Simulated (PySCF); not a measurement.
# ZnF from Hartree–Fock to correlated methods

State: ²Σ⁺ (doublet), unpaired electrons σ ↑. Set-up: PySCF, no relativity, basis sets Zn pcseg-1, F pcseg-1. De refers to Zn + F in their high-spin ground configurations, without counterpoise correction. The functionals are run spin-unrestricted. A positive dipole means Zn(−)F(+).

```json
{"Level": "UHF", "Re (Å)": "1.801", "ωe (cm⁻¹)": "635", "De (eV)": "1.89", "μ (D)": "-4.39", "CPU s a point (SCF and correlation, without the integrals)": "0.071"}
{"Level": "UHF-MP2", "Re (Å)": "1.795", "ωe (cm⁻¹)": "650", "De (eV)": "3.18", "μ (D)": "n/a", "CPU s a point (SCF and correlation, without the integrals)": "0.11"}
{"Level": "UHF-SCS-MP2", "Re (Å)": "1.799", "ωe (cm⁻¹)": "644", "De (eV)": "2.93", "μ (D)": "n/a", "CPU s a point (SCF and correlation, without the integrals)": "n/a"}
{"Level": "UHF-CCSD", "Re (Å)": "1.799", "ωe (cm⁻¹)": "642", "De (eV)": "2.71", "μ (D)": "n/a", "CPU s a point (SCF and correlation, without the integrals)": "n/a"}
{"Level": "UHF-CCSD(T)", "Re (Å)": "1.799", "ωe (cm⁻¹)": "641", "De (eV)": "2.70", "μ (D)": "n/a", "CPU s a point (SCF and correlation, without the integrals)": "4"}
{"Level": "PBE", "Re (Å)": "1.815", "ωe (cm⁻¹)": "577", "De (eV)": "2.98", "μ (D)": "-3.30", "CPU s a point (SCF and correlation, without the integrals)": "0.33"}
{"Level": "TPSS", "Re (Å)": "1.808", "ωe (cm⁻¹)": "590", "De (eV)": "3.00", "μ (D)": "-3.36", "CPU s a point (SCF and correlation, without the integrals)": "0.45"}
{"Level": "r²SCAN", "Re (Å)": "1.793", "ωe (cm⁻¹)": "616", "De (eV)": "3.09", "μ (D)": "-3.45", "CPU s a point (SCF and correlation, without the integrals)": "0.43"}
{"Level": "M06-L", "Re (Å)": "1.814", "ωe (cm⁻¹)": "582", "De (eV)": "2.80", "μ (D)": "-3.62", "CPU s a point (SCF and correlation, without the integrals)": "0.44"}
{"Level": "PBE0", "Re (Å)": "1.798", "ωe (cm⁻¹)": "611", "De (eV)": "2.82", "μ (D)": "-3.66", "CPU s a point (SCF and correlation, without the integrals)": "0.54"}
{"Level": "M06", "Re (Å)": "1.803", "ωe (cm⁻¹)": "592", "De (eV)": "2.47", "μ (D)": "-3.75", "CPU s a point (SCF and correlation, without the integrals)": "0.46"}
```

The bond length runs from 1.793 Å (r²SCAN) to 1.815 Å (PBE). De spans 1.89 eV (UHF, mean field) to 3.18 eV (UHF-MP2, perturbation theory). Correlation at CCSD(T) changes the Hartree–Fock bond energy by +0.81 eV; the triples alone change it by -0.01 eV.

Correlated steps freeze 6 core orbitals. Correlated levels converge slowly with the basis: in double zeta they bind strong bonds too weakly, by up to about 1 eV, and carry superposition errors of some tenths. The state is the lowest determinant that a PBE0 search found; another state may lie lower at other levels.

The whole job (state search and all levels along the bond) took about 1.2 min on 1 thread of Intel Xeon 6975P-C (shared host), peak memory 0.47 GiB.
